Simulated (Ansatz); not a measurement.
`OCO[SiH3]` → `OCO` + `[SiH2]`  (silylene loss)

Gas-phase electronic energies from Ansatz, PBE0-D4/def2-TZVP geometries. CBS: MP2 limit from def2 TZ/QZ plus the TZ coupled-cluster correction, frozen cores. This one scheme is used for every species. Functionals use def2-TZVPP. B3LYP here is the variant with VWN-RPA as its local correlation; programs differ in this. Each species was taken in one conformer, which may not be the lowest.

`OCO[SiH3]`:

Cartesian coordinates in Å:
```
O -0.530 -0.881 2.067
C -0.194 -0.828 0.728
O -0.046 0.508 0.319
Si 0.472 0.967 -1.174
H -1.369 -0.426 2.186
H -0.958 -1.311 0.099
H 0.753 -1.370 0.630
H 0.496 2.447 -1.170
H 1.829 0.423 -1.452
H -0.453 0.471 -2.232
```

`OCO`:

```xyz
7

O    -0.464   -1.126    0.036
C     0.403   -0.032    0.069
O    -0.246    1.183   -0.158
H    -1.110   -1.013    0.741
H     1.160   -0.242   -0.694
H     0.888    0.078    1.044
H    -0.632    1.153   -1.038
```

`[SiH2]`:

```xyz
3

Si   -0.359   -0.550   -0.273
H    -0.109    0.887   -0.718
H     0.468   -0.337    0.991
```

| level | ΔE (kJ/mol) | difference from CCSD(T)/CBS |
| --- | --- | --- |
| PBE-D4 | 302.2 | -7.7 |
| PBE0-D4 | 313.6 | 3.7 |
| ωB97M-V | 305.2 | -4.7 |
| B2PLYP | 309.1 | -0.8 |
| PBE | 295.6 | -14.3 |
| r2SCAN | 327.4 | 17.5 |
| B3LYP | 296.8 | -13.1 |
| HF/def2-TZVPP | 307.3 | -2.6 |
| MP2/def2-TZVPP | 325.2 | 15.3 |
| SCS-MP2/def2-TZVPP | 316.7 | 6.8 |
| CCSD/def2-TZVPP | 301.1 | -8.8 |
| CCSD(T)/def2-TZVPP | 303.5 | -6.4 |
| MP2/def2-QZVPP | 329.6 | 19.7 |
| SCS-MP2/def2-QZVPP | 321.2 | 11.3 |
| MP2/CBS(def2) | 331.6 | 21.7 |
| CCSD/CBS(def2) | 307.5 | -2.4 |
| CCSD(T)/CBS | 309.9 | 0 |

Largest T1 diagnostic among the species: 0.014.

The D4 term adds +10.6 kJ/mol with B3LYP and +5.8 kJ/mol with PBE0; it sums over pairs of atoms, weighted by their polarisabilities, and B3LYP, whose exchange is more repulsive, gets the larger term. From PBE to PBE0 (25 % exact exchange), in def2-TZVPP and without D4, ΔE moves by +12.2 kJ/mol.
